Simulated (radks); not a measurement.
Species: Pm LIII. Configuration: [He] 2s2 2p5 (the NIST ground configuration). Calculated with a radial shooting solver on a logarithmic mesh with Libxc functionals: scalar-relativistic Kohn-Sham, exchange-only LDA, spin-polarised, spherical densities, point nucleus; open shells are filled with parallel spins first (spin-orbit coupling, left out, can overturn this in heavy ions).

Normalised radial functions P(r) = r R(r), r in bohr:

| r | 1s up | 2s down | 2p up |
|---|---|---|---|
| 0.001452 | 1.6463 | 0.5870 | 0.0185 |
| 0.001759 | 1.9189 | 0.6830 | 0.0258 |
| 0.002131 | 2.2277 | 0.7910 | 0.0359 |
| 0.002582 | 2.5740 | 0.9111 | 0.0500 |
| 0.003104 | 2.9402 | 1.0366 | 0.0685 |
| 0.003761 | 3.3550 | 1.1764 | 0.0952 |
| 0.004557 | 3.7960 | 1.3211 | 0.1320 |
| 0.005521 | 4.2514 | 1.4642 | 0.1825 |
| 0.00669 | 4.7028 | 1.5961 | 0.2513 |
| 0.008042 | 5.1083 | 1.6992 | 0.3397 |
| 0.009744 | 5.4713 | 1.7648 | 0.4620 |
| 0.01181 | 5.7339 | 1.7649 | 0.6226 |
| 0.01431 | 5.8530 | 1.6725 | 0.8296 |
| 0.0172 | 5.7942 | 1.4707 | 1.0776 |
| 0.02083 | 5.5224 | 1.1169 | 1.3916 |
| 0.02525 | 5.0258 | 0.6007 | 1.7589 |
| 0.03059 | 4.3253 | -0.0745 | 2.1656 |
| 0.03706 | 3.4794 | -0.8750 | 2.5827 |
| 0.04455 | 2.6167 | -1.6925 | 2.9489 |
| 0.05398 | 1.7656 | -2.4901 | 3.2361 |
| 0.06541 | 1.0583 | -3.0959 | 3.3580 |
| 0.07925 | 0.5499 | -3.3805 | 3.2574 |
| 0.09526 | 0.2497 | -3.2820 | 2.9320 |
| 0.1154 | 0.0894 | -2.8124 | 2.3877 |
| 0.1399 | 0.0249 | -2.0959 | 1.7285 |
| 0.1695 | 0.0051 | -1.3303 | 1.0851 |
| 0.2053 | 0.0007 | -0.6995 | 0.5731 |
| 0.2468 | 0.0001 | -0.3064 | 0.2556 |
| 0.2991 | 0.0000 | -0.0997 | 0.0860 |

1s up: eigenvalue -49193 eV, 0 radial nodes, <r> = 0.0232 bohr, 90 % of the charge inside 0.0418 bohr. 2s down: eigenvalue -11147.2 eV, 1 radial node at r = 0.0300 bohr, <r> = 0.0967 bohr, 90 % of the charge inside 0.149 bohr. 2p up: eigenvalue -10451.4 eV, 0 radial nodes, <r> = 0.0846 bohr, 90 % of the charge inside 0.137 bohr.
